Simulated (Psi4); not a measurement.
**GeH2I2 (SMILES [I][GeH2][I]): entropy by statistical mechanics**

A singlet with charge 0, relaxed at PBE0-D4/def2-TZVP (density fitting, core potential) (Psi4 1.11):

```xyz
5

I    -2.2156    0.5681    0.5871
Ge    0.0660   -0.0462   -0.2458
I     1.6770   -0.2441    1.6628
H     0.5554    1.0723   -1.1703
H    -0.0277   -1.4099   -0.9364
```

Harmonic wavenumbers in cm⁻¹: 71, 236, 268, 443, 614, 720, 841, 2167, 2184.

Masses in u: I 126.904, Ge 72.63, H 1.008. Take T = 298.15 K, p = 1 bar, R = 8.3145 J/(mol K), kT/hc = 207.22 cm⁻¹, rigid rotor and harmonic oscillator.

Compute the standard molar entropy.


1. Translation (Sackur–Tetrode): S = R[3/2 ln M + 5/2 ln T − 1.1517] with M = 328.454 gives 181.1 J/(mol K).
2. Rotation: principal moments 125.821, 1080.030, 1199.242 u Å² give A, B, C = 0.134, 0.0156, 0.0141 cm⁻¹; the symmetry number is σ = 2; q = (√π/σ)√((kT/hc)³/ABC) = 486932; S = R(ln q + 3/2) = 121.4.
3. Vibration: with u = ν̃/207.22, each mode gives R[u/(eᵘ − 1) − ln(1 − e⁻ᵘ)]; the sum is 38.8, most from 71 cm⁻¹ (17.3), 236 cm⁻¹ (7.7), 268 cm⁻¹ (6.7).
4. Spin: R ln 1 = 0.0.
5. Sum: 181.1 + 121.4 + 38.8 + 0.0 = 341.3 J/(mol K).

No measured value is set beside it here.
